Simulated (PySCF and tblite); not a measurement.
Values are calculated unless marked as measured or tabulated.
System: C5H5NO, numbered as in [O:1]=[CH:2][c:3]1[cH:4][cH:5][cH:6][nH:7]1.

For the rotation about the C3–C2 bond (torsion C4–C3–C2–O1 from -180° to 0°, rising): electronic barrier 17.90 kcal/mol, zero-point change -0.62 kcal/mol, thermal and entropy terms at 200 K a further 0.09 kcal/mol (symmetry numbers apart). The minimum is Cs, the saddle C1. The path came from a restrained scan, a climbing-image band and a saddle search at GFN2-xTB; energies are PBE/pcSseg-1 + D3(BJ)//GFN2-xTB, thermal terms GFN2-xTB. Rates follow Eyring's equation with the number of equivalent paths and no tunnelling. (PySCF 2.14 with density fitting, tblite 0.8.)

**Question.** How many equivalent paths lead out of the minimum?

**Answer.** 2: the symmetry number of the minimum is 1, that of the saddle displaced along its mode 1, and the displaced saddle is chiral while the minimum is not, which doubles the count.

**Question.** Work out the rate at 200 K.

**Answer.** ΔG‡ = 17.37 kcal/mol; k_B T/h = 4.2×10¹² s⁻¹; exp(−ΔG‡/RT) = 1×10⁻¹⁹; times 2 gives k = 8.6×10⁻⁷ s⁻¹. Wigner's tunnelling factor for the 232i cm⁻¹ mode would be 1.12.
